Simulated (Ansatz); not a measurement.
## Molecular dynamics of C4H15N3OSi

input.yaml

```yaml
crystal:
  periodic: [false, false, false]
  atoms:
    - { symbol: Si, position_ang: [-0.184397, -0.064977, 0.028106] }
    - { symbol: "N", position_ang: [-0.363331, -0.0995, 1.826775] }
    - { symbol: H, position_ang: [-1.397207, -0.000532, 2.070771] }
    - { symbol: H, position_ang: [0.052885, 0.797907, 2.227969] }
    - { symbol: O, position_ang: [1.510827, -0.089354, -0.300378] }
    - { symbol: H, position_ang: [1.880633, -0.714537, 0.442167] }
    - { symbol: "N", position_ang: [-0.712242, 1.294625, -0.995431] }
    - { symbol: C, position_ang: [-2.156912, 1.725066, -0.898408] }
    - { symbol: H, position_ang: [-2.799119, 0.820231, -0.82071] }
    - { symbol: H, position_ang: [-2.374174, 2.388293, -0.019433] }
    - { symbol: H, position_ang: [-2.450135, 2.287904, -1.815404] }
    - { symbol: C, position_ang: [0.216822, 2.484123, -1.076526] }
    - { symbol: H, position_ang: [0.046249, 3.040551, -2.027731] }
    - { symbol: H, position_ang: [0.088917, 3.214942, -0.234955] }
    - { symbol: H, position_ang: [1.265132, 2.110785, -1.062704] }
    - { symbol: "N", position_ang: [-1.224018, -1.41129, -0.485709] }
    - { symbol: C, position_ang: [-1.161704, -2.693217, 0.312465] }
    - { symbol: H, position_ang: [-0.995472, -2.443334, 1.383405] }
    - { symbol: H, position_ang: [-2.122578, -3.25261, 0.220134] }
    - { symbol: H, position_ang: [-0.34288, -3.384078, -0.018371] }
    - { symbol: C, position_ang: [-1.305019, -1.691479, -1.968428] }
    - { symbol: H, position_ang: [-2.261642, -2.213247, -2.208653] }
    - { symbol: H, position_ang: [-1.277834, -0.723584, -2.515723] }
    - { symbol: H, position_ang: [-0.4685, -2.334887, -2.347529] }
basis:
  gaussian: { orbitals: STO-3G }
hamiltonian:
  xc: blyp
md:
  timestep: 0.5
  n_steps: 69
  ensemble: nvt_langevin
  temperature: 1500.0
  initial_velocities: maxwell_boltzmann
  seed: 250560
  friction: 0.005
  masses: [{ species: H, mass: 2.014 }]
```

Command:

```bash
$ ansatz run input.yaml --threads 1 --pin off --max-ram 2048MiB --backend cpu --events-out ev --progress --plain --runs-dir out
```

It starts from a relaxed structure.

Output, in part (step lines, the closing report, with atoms numbered from 0):

```
md step     0: t =     0.00 fs  T =  1437.5 K  F+E_penalty+E_count = -18551.12554312 eV  E_kin = 4.459470 eV  (25 SCF iters)
md step     1: t =     0.50 fs  T =  1447.4 K  F+E_penalty+E_count = -18551.07185933 eV  E_kin = 4.490090 eV  (27 SCF iters)
md step     2: t =     1.00 fs  T =  1411.0 K  F+E_penalty+E_count = -18550.91756526 eV  E_kin = 4.377291 eV  (27 SCF iters)
md step     3: t =     1.50 fs  T =  1315.6 K  F+E_penalty+E_count = -18550.68228572 eV  E_kin = 4.081201 eV  (27 SCF iters)
md step     4: t =     2.00 fs  T =  1223.3 K  F+E_penalty+E_count = -18550.39724547 eV  E_kin = 3.795124 eV  (27 SCF iters)
md step     5: t =     2.50 fs  T =  1153.1 K  F+E_penalty+E_count = -18550.09296221 eV  E_kin = 3.577080 eV  (27 SCF iters)
md step     6: t =     3.00 fs  T =  1079.9 K  F+E_penalty+E_count = -18549.79280708 eV  E_kin = 3.350009 eV  (27 SCF iters)
md step     7: t =     3.50 fs  T =  1002.4 K  F+E_penalty+E_count = -18549.52146476 eV  E_kin = 3.109545 eV  (27 SCF iters)
md step     8: t =     4.00 fs  T =   933.5 K  F+E_penalty+E_count = -18549.29265318 eV  E_kin = 2.895836 eV  (27 SCF iters)
md step     9: t =     4.50 fs  T =   858.0 K  F+E_penalty+E_count = -18549.11732942 eV  E_kin = 2.661659 eV  (27 SCF iters)
md step    10: t =     5.00 fs  T =   824.5 K  F+E_penalty+E_count = -18548.99828247 eV  E_kin = 2.557682 eV  (27 SCF iters)
md step    11: t =     5.50 fs  T =   820.2 K  F+E_penalty+E_count = -18548.92796769 eV  E_kin = 2.544383 eV  (27 SCF iters)
md step    12: t =     6.00 fs  T =   817.9 K  F+E_penalty+E_count = -18548.89429133 eV  E_kin = 2.537337 eV  (27 SCF iters)
md step    13: t =     6.50 fs  T =   775.6 K  F+E_penalty+E_count = -18548.88106133 eV  E_kin = 2.405979 eV  (28 SCF iters)
md step    14: t =     7.00 fs  T =   782.9 K  F+E_penalty+E_count = -18548.88396834 eV  E_kin = 2.428768 eV  (28 SCF iters)
md step    15: t =     7.50 fs  T =   807.2 K  F+E_penalty+E_count = -18548.88805256 eV  E_kin = 2.504069 eV  (28 SCF iters)
md step    16: t =     8.00 fs  T =   824.6 K  F+E_penalty+E_count = -18548.88358578 eV  E_kin = 2.558142 eV  (28 SCF iters)
md step    17: t =     8.50 fs  T =   855.1 K  F+E_penalty+E_count = -18548.87728251 eV  E_kin = 2.652860 eV  (27 SCF iters)
md step    18: t =     9.00 fs  T =   869.6 K  F+E_penalty+E_count = -18548.86472715 eV  E_kin = 2.697724 eV  (27 SCF iters)
md step    19: t =     9.50 fs  T =   876.6 K  F+E_penalty+E_count = -18548.84532813 eV  E_kin = 2.719535 eV  (28 SCF iters)
md step    20: t =    10.00 fs  T =   891.2 K  F+E_penalty+E_count = -18548.83453147 eV  E_kin = 2.764606 eV  (28 SCF iters)
md step    21: t =    10.50 fs  T =   872.6 K  F+E_penalty+E_count = -18548.86466325 eV  E_kin = 2.706906 eV  (28 SCF iters)
md step    22: t =    11.00 fs  T =   874.6 K  F+E_penalty+E_count = -18548.95075375 eV  E_kin = 2.713359 eV  (28 SCF iters)
md step    23: t =    11.50 fs  T =   939.7 K  F+E_penalty+E_count = -18549.08536423 eV  E_kin = 2.915149 eV  (28 SCF iters)
md step    24: t =    12.00 fs  T =  1017.5 K  F+E_penalty+E_count = -18549.25277561 eV  E_kin = 3.156415 eV  (28 SCF iters)
md step    25: t =    12.50 fs  T =  1073.3 K  F+E_penalty+E_count = -18549.42553638 eV  E_kin = 3.329514 eV  (28 SCF iters)
md step    26: t =    13.00 fs  T =  1095.1 K  F+E_penalty+E_count = -18549.57573004 eV  E_kin = 3.397197 eV  (27 SCF iters)
md step    27: t =    13.50 fs  T =  1124.8 K  F+E_penalty+E_count = -18549.68098419 eV  E_kin = 3.489424 eV  (26 SCF iters)
md step    28: t =    14.00 fs  T =  1153.9 K  F+E_penalty+E_count = -18549.72726081 eV  E_kin = 3.579572 eV  (28 SCF iters)
md step    29: t =    14.50 fs  T =  1129.9 K  F+E_penalty+E_count = -18549.71158168 eV  E_kin = 3.505273 eV  (28 SCF iters)
md step    30: t =    15.00 fs  T =  1100.2 K  F+E_penalty+E_count = -18549.64126400 eV  E_kin = 3.413217 eV  (27 SCF iters)
md step    31: t =    15.50 fs  T =  1041.4 K  F+E_penalty+E_count = -18549.53304215 eV  E_kin = 3.230563 eV  (27 SCF iters)
md step    32: t =    16.00 fs  T =  1001.2 K  F+E_penalty+E_count = -18549.39770410 eV  E_kin = 3.105825 eV  (27 SCF iters)
md step    33: t =    16.50 fs  T =   960.3 K  F+E_penalty+E_count = -18549.24472979 eV  E_kin = 2.979159 eV  (28 SCF iters)
md step    34: t =    17.00 fs  T =   918.7 K  F+E_penalty+E_count = -18549.08549470 eV  E_kin = 2.850043 eV  (28 SCF iters)
md step    35: t =    17.50 fs  T =   851.1 K  F+E_penalty+E_count = -18548.93745636 eV  E_kin = 2.640169 eV  (28 SCF iters)
md step    36: t =    18.00 fs  T =   798.3 K  F+E_penalty+E_count = -18548.81047987 eV  E_kin = 2.476554 eV  (28 SCF iters)
md step    37: t =    18.50 fs  T =   784.8 K  F+E_penalty+E_count = -18548.71946263 eV  E_kin = 2.434757 eV  (28 SCF iters)
md step    38: t =    19.00 fs  T =   780.3 K  F+E_penalty+E_count = -18548.68126217 eV  E_kin = 2.420752 eV  (27 SCF iters)
md step    39: t =    19.50 fs  T =   776.6 K  F+E_penalty+E_count = -18548.69417972 eV  E_kin = 2.409305 eV  (28 SCF iters)
md step    40: t =    20.00 fs  T =   810.6 K  F+E_penalty+E_count = -18548.74614624 eV  E_kin = 2.514590 eV  (28 SCF iters)
md step    41: t =    20.50 fs  T =   815.8 K  F+E_penalty+E_count = -18548.82014993 eV  E_kin = 2.530805 eV  (28 SCF iters)
md step    42: t =    21.00 fs  T =   843.1 K  F+E_penalty+E_count = -18548.90421377 eV  E_kin = 2.615557 eV  (28 SCF iters)
md step    43: t =    21.50 fs  T =   885.9 K  F+E_penalty+E_count = -18548.99180381 eV  E_kin = 2.748314 eV  (28 SCF iters)
md step    44: t =    22.00 fs  T =   911.5 K  F+E_penalty+E_count = -18549.06447285 eV  E_kin = 2.827750 eV  (28 SCF iters)
md step    45: t =    22.50 fs  T =   934.4 K  F+E_penalty+E_count = -18549.10115239 eV  E_kin = 2.898776 eV  (28 SCF iters)
md step    46: t =    23.00 fs  T =   960.6 K  F+E_penalty+E_count = -18549.10013414 eV  E_kin = 2.980137 eV  (28 SCF iters)
md step    47: t =    23.50 fs  T =   938.4 K  F+E_penalty+E_count = -18549.06368618 eV  E_kin = 2.911233 eV  (28 SCF iters)
md step    48: t =    24.00 fs  T =   907.0 K  F+E_penalty+E_count = -18549.00060860 eV  E_kin = 2.813873 eV  (28 SCF iters)
md step    49: t =    24.50 fs  T =   859.7 K  F+E_penalty+E_count = -18548.92430433 eV  E_kin = 2.666915 eV  (28 SCF iters)
md step    50: t =    25.00 fs  T =   842.7 K  F+E_penalty+E_count = -18548.86110539 eV  E_kin = 2.614173 eV  (28 SCF iters)
md step    51: t =    25.50 fs  T =   842.1 K  F+E_penalty+E_count = -18548.82583556 eV  E_kin = 2.612507 eV  (28 SCF iters)
md step    52: t =    26.00 fs  T =   860.8 K  F+E_penalty+E_count = -18548.81464681 eV  E_kin = 2.670469 eV  (28 SCF iters)
md step    53: t =    26.50 fs  T =   857.4 K  F+E_penalty+E_count = -18548.81757650 eV  E_kin = 2.659789 eV  (28 SCF iters)
md step    54: t =    27.00 fs  T =   854.0 K  F+E_penalty+E_count = -18548.81172662 eV  E_kin = 2.649267 eV  (28 SCF iters)
md step    55: t =    27.50 fs  T =   846.7 K  F+E_penalty+E_count = -18548.77569632 eV  E_kin = 2.626643 eV  (27 SCF iters)
md step    56: t =    28.00 fs  T =   815.5 K  F+E_penalty+E_count = -18548.70274807 eV  E_kin = 2.529776 eV  (28 SCF iters)
md step    57: t =    28.50 fs  T =   799.6 K  F+E_penalty+E_count = -18548.59666786 eV  E_kin = 2.480569 eV  (28 SCF iters)
md step    58: t =    29.00 fs  T =   754.5 K  F+E_penalty+E_count = -18548.46587421 eV  E_kin = 2.340658 eV  (27 SCF iters)
md step    59: t =    29.50 fs  T =   733.4 K  F+E_penalty+E_count = -18548.32619050 eV  E_kin = 2.275097 eV  (28 SCF iters)
md step    60: t =    30.00 fs  T =   679.4 K  F+E_penalty+E_count = -18548.19711923 eV  E_kin = 2.107693 eV  (28 SCF iters)
md step    61: t =    30.50 fs  T =   667.0 K  F+E_penalty+E_count = -18548.09836237 eV  E_kin = 2.069072 eV  (28 SCF iters)
md step    62: t =    31.00 fs  T =   665.6 K  F+E_penalty+E_count = -18548.03607370 eV  E_kin = 2.064804 eV  (28 SCF iters)
md step    63: t =    31.50 fs  T =   678.3 K  F+E_penalty+E_count = -18548.00906381 eV  E_kin = 2.104294 eV  (28 SCF iters)
md step    64: t =    32.00 fs  T =   671.2 K  F+E_penalty+E_count = -18548.02198580 eV  E_kin = 2.082203 eV  (28 SCF iters)
md step    65: t =    32.50 fs  T =   694.8 K  F+E_penalty+E_count = -18548.07920137 eV  E_kin = 2.155354 eV  (28 SCF iters)
md step    66: t =    33.00 fs  T =   737.0 K  F+E_penalty+E_count = -18548.16887945 eV  E_kin = 2.286420 eV  (28 SCF iters)
md step    67: t =    33.50 fs  T =   776.9 K  F+E_penalty+E_count = -18548.27105752 eV  E_kin = 2.410136 eV  (28 SCF iters)
md step    68: t =    34.00 fs  T =   808.5 K  F+E_penalty+E_count = -18548.36486752 eV  E_kin = 2.508160 eV  (28 SCF iters)
md step    69: t =    34.50 fs  T =   829.1 K  F+E_penalty+E_count = -18548.43899716 eV  E_kin = 2.572096 eV  (26 SCF iters)
Total energy: -18548.43938261 eV, -681.6425747270 hartree
Atom 0 at    -0.247707    -0.054058     0.091343 Å, force     1.464878     0.029656    -0.303390 eV/Å
Atom 1 at    -0.827819    -0.336892     1.824122 Å, force     0.745240    -0.088542    -0.166408 eV/Å
Atom 2 at    -1.040141     0.641607     2.229490 Å, force     0.538412    -0.163269     0.288057 eV/Å
Atom 3 at     0.186533    -0.592211     2.187382 Å, force    -1.155633     0.771740     0.739938 eV/Å
Atom 4 at     1.550745    -0.011984     0.272156 Å, force    -0.787970     0.539733    -1.237853 eV/Å
Atom 5 at     1.885015    -0.512134     1.123111 Å, force    -0.876660    -0.289950     0.054717 eV/Å
Atom 6 at    -0.551462     1.438750    -0.889989 Å, force    -1.714755     1.814635    -0.646410 eV/Å
Atom 7 at    -2.028590     1.975068    -0.930187 Å, force     0.166957    -2.324332    -1.538269 eV/Å
Atom 8 at    -2.691168     0.984348    -0.978144 Å, force     0.633638     2.266763     1.554146 eV/Å
Atom 9 at    -2.044000     2.787430    -0.101528 Å, force    -1.452509    -1.204750    -0.954435 eV/Å
Atom 10 at    -2.305224     2.395267    -1.992738 Å, force     0.927185     0.114773     1.755517 eV/Å
Atom 11 at     0.278582     2.751485    -1.139187 Å, force     2.836541    -2.589073    -0.191803 eV/Å
Atom 12 at    -0.180934     3.319339    -2.022097 Å, force     0.210935    -0.257294     1.339364 eV/Å
Atom 13 at     0.601414     3.408852    -0.214648 Å, force    -1.087236    -0.818985    -1.421139 eV/Å
Atom 14 at     1.260338     2.281143    -1.559717 Å, force    -0.920291     1.277991     0.636122 eV/Å
Atom 15 at    -1.073667    -1.484626    -0.634179 Å, force     0.953457    -1.307485     3.202997 eV/Å
Atom 16 at    -1.037845    -2.763314     0.407507 Å, force    -1.674676     2.848472    -2.370010 eV/Å
Atom 17 at    -1.080057    -2.359454     1.418143 Å, force     0.045175     0.464328     0.695132 eV/Å
Atom 18 at    -1.933473    -3.375724     0.227092 Å, force    -0.398924    -0.161257    -0.165456 eV/Å
Atom 19 at    -0.181715    -3.369869     0.244727 Å, force     1.893049    -1.166107    -0.303008 eV/Å
Atom 20 at    -1.420109    -1.884723    -1.993919 Å, force    -1.050752     0.945473    -2.503288 eV/Å
Atom 21 at    -2.328774    -2.556115    -1.952127 Å, force     0.751522    -0.214530    -0.140464 eV/Å
Atom 22 at    -1.826174    -0.973343    -2.550379 Å, force     0.455044    -0.418792     0.442368 eV/Å
Atom 23 at    -0.633250    -2.299551    -2.739571 Å, force    -0.502628    -0.069198     1.233577 eV/Å
Dipole moment:     0.097963     0.186327     0.183480 e Å
```

The run went to its last step. The mean temperature of the second half is 46 % below the set value. A run of 0.035 ps of so small a system gives no equilibrium averages. Limits of this set-up: minimal basis.

The same pairs are bonded in the first frame and the last. Pairs count as bonded within 1.25 times the sum of covalent radii (0.12 Å more for H–H).

Last frame:

```xyz
24
Properties=species:S:1:pos:R:3
Si -0.248 -0.054 0.091
N -0.828 -0.337 1.824
H -1.040 0.642 2.229
H 0.186 -0.592 2.187
O 1.551 -0.012 0.272
H 1.885 -0.512 1.123
N -0.551 1.439 -0.890
C -2.029 1.975 -0.930
H -2.691 0.984 -0.978
H -2.044 2.787 -0.102
H -2.305 2.395 -1.993
C 0.279 2.752 -1.139
H -0.181 3.319 -2.022
H 0.601 3.409 -0.215
H 1.260 2.281 -1.560
N -1.074 -1.485 -0.634
C -1.038 -2.763 0.407
H -1.080 -2.360 1.418
H -1.933 -3.376 0.227
H -0.182 -3.370 0.245
C -1.420 -1.885 -1.994
H -2.329 -2.556 -1.952
H -1.826 -0.973 -2.550
H -0.633 -2.300 -2.740
```

Run time: 9.2 min on 1 thread of Intel(R) Xeon(R) Platinum 8375C CPU @ 2.90GHz (Ice Lake) (shared host), peak memory 0.16 GiB.
